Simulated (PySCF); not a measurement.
Job file and geometry (Å, from GFN2-xTB) of an NMR shielding run on `N#CC[C@@H]1C[C@H]1[SiH2]P`, C₅H₁₀NPSi, PySCF, GIAO PBE0/pcSseg-1 NMR shielding, non-relativistic, gas phase; density fitting, a coarse starting grid and PySCF grid level 2 are the driver's defaults:

```
$ OMP_NUM_THREADS=1 python probes_run.py task.json out

{"job": {"kind": "nmr", "xc": "PBE0", "basis": "pcSseg-1"}, "charge": 0, "multiplicity": 1}
N     -2.760810     2.233055    -0.015776
C     -2.543593     1.202860    -0.460811
C     -2.263025    -0.097554    -1.013359
C     -1.019694    -0.727338    -0.408718
C     -0.654969    -0.484307     1.016769
C      0.180723     0.118959    -0.080957
Si     1.915396    -0.534928    -0.420298
P      2.918517     0.977890    -1.730257
H     -2.136712     0.012507    -2.095895
H     -3.132176    -0.739708    -0.832462
H     -0.828462    -1.718192    -0.803867
H     -0.240048    -1.303502     1.584579
H     -1.279735     0.177720     1.599253
H      0.035119     1.184774    -0.227983
H      1.857421    -1.795924    -1.173487
H      2.608610    -0.800223     0.848661
H      4.174896     0.415275    -1.611639
H      3.159783     1.884954    -0.714931
```

Task: What does the program print?

Result: 
```
coarse grid: 15944 points
cycle   1  E = -881.3888568995  dE =  9.752e-01  |g| = 4.723e-01  |ddm| = 3.870e+00
cycle   2  E = -881.2662204285  dE =  1.226e-01  |g| = 8.941e-01  |ddm| = 1.165e+00
cycle   3  E = -881.4426373510  dE = -1.764e-01  |g| = 1.411e-01  |ddm| = 7.308e-01
cycle   4  E = -881.4468352672  dE = -4.198e-03  |g| = 4.925e-02  |ddm| = 1.527e-01
cycle   5  E = -881.4473841696  dE = -5.489e-04  |g| = 9.858e-03  |ddm| = 5.130e-02
cycle   6  E = -881.4474073481  dE = -2.318e-05  |g| = 2.825e-03  |ddm| = 1.309e-02
cycle   7  E = -881.4474091450  dE = -1.797e-06  |g| = 6.439e-04  |ddm| = 3.610e-03
final grid: 144608 points
cycle   8  E = -881.4944602558  dE = -4.559e-05  |g| = 7.262e-03  |ddm| = 3.852e-02
cycle   9  E = -881.4944554993  dE =  4.756e-06  |g| = 8.478e-03  |ddm| = 1.513e-02
cycle  10  E = -881.4944738151  dE = -1.832e-05  |g| = 7.113e-04  |ddm| = 8.420e-03
cycle  11  E = -881.4944739290  dE = -1.139e-07  |g| = 1.862e-04  |ddm| = 8.757e-04
cycle  12  E = -881.4944739364  dE = -7.422e-09  |g| = 6.180e-05  |ddm| = 1.857e-04
cycle  13  E = -881.4944739369  dE = -5.150e-10  |g| = 4.099e-05  |ddm| = 6.667e-05
cycle  14  E = -881.4944739373  dE = -3.483e-10  |g| = 8.038e-06  |ddm| = 3.026e-05
converged SCF energy = -881.4944739373

GIAO shielding tensors (ppm)
atom      isotropic    diamagn.    paramagn.     s11        s22        s33       span
  0 N      -34.784     340.278    -375.062   -218.985   -197.690    312.322    531.307
  1 C       66.009     262.445    -196.437    -47.505    -45.568    291.099    338.603
  2 C      165.458     246.301     -80.843    144.680    169.179    182.514     37.834
  3 C      168.771     254.600     -85.830    136.002    162.682    207.628     71.627
  4 C      174.920     253.477     -78.557    148.265    171.128    205.367     57.102
  5 C      187.248     257.032     -69.784    164.361    178.051    219.333     54.972
  6 Si     382.992     881.378    -498.386    349.639    357.561    441.774     92.135
  7 P      625.101     967.351    -342.250    558.342    609.132    707.830    149.488
  8 H       28.792      27.610       1.183     23.932     27.166     35.279     11.347
  9 H       28.834      25.851       2.983     23.385     26.840     36.277     12.893
 10 H       30.871      33.583      -2.712     23.508     29.371     39.734     16.226
 11 H       31.193      33.124      -1.930     24.822     27.960     40.797     15.974
 12 H       30.523      34.076      -3.553     24.043     28.583     38.942     14.899
 13 H       31.754      36.526      -4.772     23.382     32.019     39.861     16.479
 14 H       27.698      30.159      -2.461     23.586     26.979     32.528      8.942
 15 H       26.954      30.321      -3.367     22.269     26.165     32.427     10.158
 16 H       30.622      28.874       1.747     25.136     26.684     40.046     14.910
 17 H       30.475      30.675      -0.199     24.923     28.140     38.363     13.439
```

Task: Turn these shieldings into chemical shifts. Referencing at the same level of theory: NH3 for $^{15}$N (σ = 267.73 ppm); $^{13}$C (σ = 186.93 ppm) and $^{29}$Si (σ = 349.16 ppm) and $^{1}$H (σ = 31.72 ppm) against TMS; $^{31}$P (σ = 318.38 ppm) against H3PO4.

Result: Averaging equivalent atoms: N 0: 302.5; C 1: 120.9; C 2: 21.5; C 3: 18.2; C 4: 12.0; C 5: -0.3; Si 6: -33.8; P 7: -306.7; H 15: 4.76; H 14: 4.02; H 8: 2.92; H 9: 2.88; H 12: 1.19; H 16/17: 1.17; H 10: 0.85; H 11: 0.52; H 13: -0.04 ppm. Experimental scales use liquid or dissolved standards, which lie at an offset from isolated NH3 (liquid NH3: subtract about 20 ppm) and H3PO4. Unscaled 15N shifts of sp2 nitrogen come out 20 to 40 ppm too high even then.

Size and cost of the density-fitted run: 200 basis functions, 71 s wall time on 1 thread of an Arm Neoverse V1, shared host; peak memory 0.82 GiB.
